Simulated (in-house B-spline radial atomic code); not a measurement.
Computed with a B-spline radial atomic code. Model: two electrons, singlet ground state, non-relativistic, full CI in B-splines with partial waves to l = 8 (at full coupling up to 3e-4 hartree above the limit, correlation up to 0.6 % small), density held at that of full coupling by Lieb maximisation.

Along the adiabatic connection the electron repulsion is scaled by a coupling λ while a local potential keeps the density fixed. At λ = 0 the system is the Kohn-Sham one and W equals the exchange energy; the exchange-correlation energy is the area under W between 0 and 1. The kinetic energy rises with λ as the electrons avoid each other, with dT/dλ = −λ dW/dλ.

Command:
```bash
python run_ac.py task.json out
```
Settings (lengths in bohr, energies in hartree):
```
potential              yukawa
strength               5.98
lmax                   8
second                 1.77
```

Run time, properties included: 11 s on 1 thread of Intel(R) Xeon(R) Processor @ 2.30GHz (shared host).

**W = mean repulsion less Hartree energy, and W of three functionals.**

Given: confinement screened point charge; nuclear charge 5.98; screening of the nucleus 1.77 1/bohr; external potential -Z exp(-k r)/r.

Computed: LDA exchange minus exact 453.05 millihartree; SCAN exchange minus exact -11.895 millihartree.

| coupling | W xc (hartree) | W xc minus exchange (millihartree) | kinetic minus Kohn-Sham (millihartree) | LDA (PW92) W minus its exchange (millihartree) | PBE W minus its exchange (millihartree) | SCAN W minus its exchange (millihartree) |
| --- | --- | --- | --- | --- | --- | --- |
| 0 | -3.2578 | 0 | 0 | 0 | 0 | 0 |
| 0.02 | -3.2597 | -1.903 | 0 | -14.66 | -1.8 | -1.84 |
| 0.05 | -3.2626 | -4.747 | 0.1 | -31.08 | -4.52 | -4.56 |
| 0.12 | ? | ? | ? | ? | ? | ? |
| 0.25 | -3.2812 | -23.403 | 2.9 | -108.14 | -22.83 | -22.16 |
| 0.4 | -3.2949 | -37.058 | 7.3 | -152.13 | -36.55 | -34.86 |
| 0.6 | -3.3126 | -54.83 | 16.2 | -202.15 | -54.65 | -51.23 |
| 0.8 | -3.3299 | -72.124 | 28.3 | -245.76 | -72.45 | -67.05 |
| 1 | -3.3468 | -88.959 | 43.5 | -284.84 | -89.91 | -82.35 |
| 1.4 | -3.3791 | -121.32 | 82.2 | -353.37 | -123.7 | -111.59 |
| 2 | -3.4246 | -166.82 | 159.4 | -439.69 | -171.56 | -152.45 |
| 3 | -3.4933 | -235.47 | 330.3 | -555.97 | -244.26 | -213.88 |
| 4.5 | ? | ? | ? | ? | ? | ? |
| 7 | -3.7014 | -443.57 | 1340.8 | -858.9 | -468.04 | -402.27 |
| 10 | -3.8106 | -552.82 | 2261.8 | -1005.4 | -589.22 | -504.56 |

Problem. What belongs in the row 0.12?

Solution. W xc (hartree): -3.2691; W xc minus exchange (millihartree): -11.336; kinetic minus Kohn-Sham (millihartree): 0.7; LDA (PW92) W minus its exchange (millihartree): -62.07; PBE W minus its exchange (millihartree): -10.91; SCAN W minus its exchange (millihartree): -10.82.

Problem. What belongs in the row 4.5?

Solution. W xc (hartree): -3.5821; W xc minus exchange (millihartree): -324.33; kinetic minus Kohn-Sham (millihartree): 661.7; LDA (PW92) W minus its exchange (millihartree): -691.53; PBE W minus its exchange (millihartree): -339.06; SCAN W minus its exchange (millihartree): -293.64.

Problem. What is the PBE exchange minus exact?

Solution. 45.095 millihartree.

**Energy parts, natural occupations and partial-wave weights.**

Computed: total energy -15.2693 hartree; kinetic part of the DFT correlation energy 0.043461 hartree; initial slope twice GL2 -0.09529 hartree; kinetic part over minus potential part 0.48855; Hartree energy 6.5156 hartree; Kohn-Sham kinetic 28.429 hartree; Lieb Oxford ratio E_xc over LDA exchange 1.1777.

```tsv
natural	occupation of the shell (electrons)
s	1.9981
p	?
s	0.00080682
d	5.0859e-05
p	3.9661e-05
s	1.9449e-05
```

Problem. What belongs in the row p?

Solution. occupation of the shell (electrons): 0.00094628.

```
wave      weight
   s     0.99947
   p  0.00049515
   d   2.886e-05
   f           ?
   g  1.0163e-06
```

Problem. What belongs in the row f?

Solution. weight: 4.2757e-06.

Problem. What is the exchange energy?

Solution. -3.2578 hartree.

Problem. What is the correlation energy?

Solution. -0.045498 hartree.

Half-way to full coupling W has made 52 % of its drop, against 50 % for a straight line, and second-order (GL2) theory, half the initial slope, overshoots the correlation energy by about 5 %: correlation is weak here. Over couplings 0 to 1 the errors in E_xc come to about +331 millihartree for LDA, +45 millihartree for PBE, -8.9 millihartree for SCAN, so SCAN is nearest. In LDA and SCAN the errors of exchange and correlation have opposite signs, so the sum is smaller than the larger of the two.
